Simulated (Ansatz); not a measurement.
`C[O][V]([CH3])(=[NH])[OH]`. The species carries charge 0 and has multiplicity 1.

```xyz
14

C     2.075   -1.074    0.069
O     1.181   -0.018    0.275
V    -0.341    0.527   -0.369
C    -1.698    0.223    1.096
N    -0.864   -0.444   -1.548
O    -0.434    2.248   -0.817
H     3.057   -0.676   -0.203
H     2.176   -1.650    0.994
H     1.720   -1.736   -0.727
H    -2.687    0.525    0.746
H    -1.397    0.838    1.950
H    -1.715   -0.831    1.379
H    -1.244   -0.825   -2.404
H     0.171    2.893   -0.441
```

Problem. What are the harmonic wavenumbers in cm⁻¹ at PBE0-D4/def2-TZVP (Ansatz, finite differences of forces, unscaled)? (Estimate.)

Solution. Ansatz gave: 78, 91, 119, 162, 176, 190, 214, 252, 267, 297, 409, 509, 557, 577, 598, 646, 712, 777, 1080, 1160, 1169, 1172, 1184, 1419, 1426, 1465, 1484, 1485, 3023, 3038, 3098, 3106, 3139, 3159, 3624, 3887.

Problem. Is this a minimum?

Solution. Yes, all 36 modes are real.

Problem. Give the ideal-gas thermochemistry at 298.15 K and 1 bar (rigid rotor, harmonic oscillator; point group C1, symmetry number 1).

Solution. Zero-point energy 273.7 kJ/mol; H(298) − E = 303.1 kJ/mol; entropy 406.0 J/(mol·K), of which translation 169.5, rotation 115.8, vibration 120.7; G(298) − E = 182.0 kJ/mol. Modes under 100 cm⁻¹ are hindered rotations or soft bends, so the harmonic entropy is rough.
